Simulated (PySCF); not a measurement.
```xyz
8

S      1.7388    -0.6144    -0.7299
C      0.6326     0.2946     0.2926
C     -0.7041     0.1743     0.2154
S     -1.5069    -0.9064    -0.9172
H      2.8711    -0.0912    -0.2109
H      1.0769     0.9796     1.0129
H     -1.3424     0.7619     0.8733
H     -2.7659    -0.5984    -0.5362
```

Charge 0, multiplicity 1.

**Question.** Give the Mulliken and meta-Löwdin atomic charges from PBE-D3(BJ)/def2-TZVP (PySCF).

**Answer.** 
| atom | Mulliken (e) | meta-Löwdin (e) |
|---|---|---|
| S1 | -0.14 | 0.00 |
| C2 | -0.14 | -0.25 |
| C3 | -0.14 | -0.25 |
| S4 | -0.14 | 0.00 |
| H5 | 0.15 | 0.11 |
| H6 | 0.13 | 0.14 |
| H7 | 0.13 | 0.14 |
| H8 | 0.15 | 0.11 |
